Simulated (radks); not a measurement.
Problem. Method: non-relativistic Kohn-Sham, LDA (Slater exchange, Perdew-Wang correlation), spin-polarised, spherical densities, point nucleus; open shells are filled with parallel spins first (spin-orbit coupling, left out, can overturn this in heavy ions); computed with a radial shooting solver on a logarithmic mesh with Libxc functionals. Response by self-consistent Sternheimer equations with the Hartree and adiabatic LDA kernel. For heavy and open-shell atoms this level of theory can miss by tens of per cent. Rank P+, Sb+, Ni, C, S+, Sb (NIST ground configurations) by static dipole polarisability, largest first.

Solution. Sb 47.55, Ni 46.26, Sb+ 25.86, P+ 14.39, C 13.38, S+ 11.01 bohr^3.
